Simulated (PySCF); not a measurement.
Species: C₉H₁₄BN.
SMILES: `[BH2-](C1CCC1)[N+]1=CC=CC=C1`

Torsions of this conformer, `[BH2-:1]([CH:2]1[CH2:3][CH2:4][CH2:5]1)[n+:6]1[cH:7][cH:8][cH:9][cH:10][cH:11]1`: N6–B1–C2–C3 -173°, C2–B1–N6–C7 90°.

The closed-shell ground state was solved at several levels (PySCF, density fitting, gas phase, non-relativistic). Geometry: PBE0-D3(BJ)/def2-SVP, one conformer, isolated molecule.

```json
{"level": "B3LYP/pcJ-1", "basis functions": "437", "HOMO (eV)": "-6.48", "LUMO (eV)": "-2.17", "gap (eV)": "4.31", "dipole (D)": "6.53"}
{"level": "PBE0/pcSseg-1", "basis functions": "257", "HOMO (eV)": "-6.69", "LUMO (eV)": "-2.00", "gap (eV)": "4.69", "dipole (D)": "6.50"}
{"level": "KT2/pcSseg-1", "basis functions": "257", "HOMO (eV)": "-5.60", "LUMO (eV)": "-2.79", "gap (eV)": "2.81", "dipole (D)": "6.11"}
```

Question: What might wB97X-D/def2-SVPD (332 basis functions) give for the same quantities?

Answer: HOMO -8.49 eV, LUMO -0.31 eV, gap 8.18 eV, dipole 6.66 D.

Question: Over all these levels, which gives the widest orbital gap and which the narrowest?

Answer: wB97X-D/def2-SVPD (range-separated hybrid) has the widest, 8.18 eV, and KT2/pcSseg-1 (GGA) the narrowest, 2.81 eV. Functional and basis both differ between the two, so the spread mixes both effects.

Question: How far do the dipole and the HOMO energy spread over the levels?

Answer: The dipole runs from 6.11 to 6.66 D (mean 6.45 D) and the HOMO from -8.49 to -5.60 eV.
